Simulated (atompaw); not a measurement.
# Reading a pseudo-wave (Cu)

Columns: radius, all-electron u(r) and pseudo u(r) of the 3d shell (level -13.66 eV) of copper in the configuration [Ar] 3d10 4s0 4p0; PBE, scalar-relativistic, PAW (atompaw) scheme, atompaw 4.2.0.5.

```csv
r (bohr),all-electron,pseudo
0.088,0.0780,0.0023
0.177,0.3170,0.0183
0.265,0.5751,0.0578
0.354,0.7775,0.1266
0.442,0.9036,0.2213
0.531,0.9652,0.3359
0.619,0.9779,0.4551
0.708,0.9588,0.5670
0.796,0.9212,0.6562
0.885,0.8732,0.7157
0.973,0.8214,0.7411
1.062,0.7682,0.7359
1.150,0.7166,0.7076
1.238,0.6672,0.6661
1.327,0.6200,0.6201
1.415,0.5762,0.5762
1.504,0.5349,0.5349
1.592,0.4970,0.4970
1.681,0.4613,0.4613
1.769,0.4286,0.4286
1.858,0.3979,0.3979
1.946,0.3698,0.3698
2.035,0.3433,0.3433
2.123,0.3191,0.3191
2.212,0.2964,0.2964
2.300,0.2755,0.2755
```

**Question.** How many radial nodes do the two functions have?

**Answer.** The all-electron 3d function has n − l − 1 = 0; the pseudo-wave has 0.

**Question.** At about which radius was the pseudo-wave matched?

**Answer.** 1.40 bohr, where the columns begin to agree (steps of 0.09 bohr).

**Question.** Where does each function peak?

**Answer.** Outermost all-electron maximum near 0.62 bohr, pseudo maximum near 0.97 bohr (to the table’s step).

**Question.** Is the pseudo-wave norm-conserving?

**Answer.** No, it belongs to a PAW set: the norm inside the radius is not constrained, and the difference is carried by the augmentation charge.
